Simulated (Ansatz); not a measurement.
Reaction (formal exchange of groups at a C–C bond): `CCCCCCCBr` + CH₃SH → `CCCCCCCS` + `CBr`

Calculated with Ansatz (gas phase, PBE0-D4/def2-TZVP geometries, no zero-point term in ΔE). CCSD(T)/CBS adds triple-zeta CCSD(T) − MP2 to the extrapolated MP2 energy (def2 sets, frozen cores). This one scheme is used for every species. DFT in def2-TZVPP. HSE06 is defined as in plane-wave codes. For Br outer-core shells are correlated without core-valence functions, which leaves a few kJ/mol of doubt a bond. Scalar relativity is left out up to krypton. Each species was taken in one conformer, which may not be the lowest.

```csv
level,ΔE (kJ/mol),difference from CCSD(T)/CBS
revPBE-D4,4.7,-3.6
r2SCANh-D4,7.6,-0.7
r2SCAN0-D4,7.4,-0.9
HSE06-D4,6.4,-1.9
ωB97M-V,6.9,-1.4
PBE-QIDH,7.1,-1.2
PBE,5.8,-2.5
BLYP,5.4,-2.9
PBE0,6.0,-2.3
MP2/CBS(def2),9.3,1.0
CCSD(T)/CBS,8.3,0
```

Largest T1 diagnostic among the species: 0.009.

Leaving LDA and LC-ωPBE aside and taking each functional with its dispersion term where it has one, the values, not all of them listed here, spread over 3.0 kJ/mol, from revPBE-D4 to r2SCAN-D4. At CCSD(T), def2-SVP lies −4.3 kJ/mol from the extrapolated value and def2-TZVPP −0.7 kJ/mol.
